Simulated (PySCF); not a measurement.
**Fluorine: a sound run and one with changed settings**

Sound run: F²⁺ [He] 2s2 2p3, F³⁺ [He] 2s2 2p2. Calculation: PySCF 2.14, in aug-cc-pVDZ; the non-relativistic Hamiltonian (point nucleus). In the sound run the correlated levels freeze 1s2. The sound run starts from symmetry-adapted Hartree-Fock orbitals and uses a fine grid where one is needed.

Changed run: a valence shell is frozen. This setting is unsound on purpose.

```csv
species,method,sound run (hartree),changed run (hartree),converged
F²⁺,MP2,-97.64639,-97.59158,yes
F²⁺,CCSD(T),-97.66139,-97.59424,yes
F³⁺,MP2,-95.34756,-95.29351,yes
F³⁺,CCSD(T),-95.37131,-95.29433,yes
```

Ionisation energy of F²⁺:

```tsv
method	sound run (eV)	changed run (eV)
UHF	62.231	62.231
MP2	62.554	62.534
SCS-MP2	62.373	62.332
CCSD	62.317	62.583
CCSD(T)	62.316	62.584
```

Freezing a valence shell removes pair correlation that changes on ionisation.

For comparison, NIST gives 62.708 eV between the lowest levels.
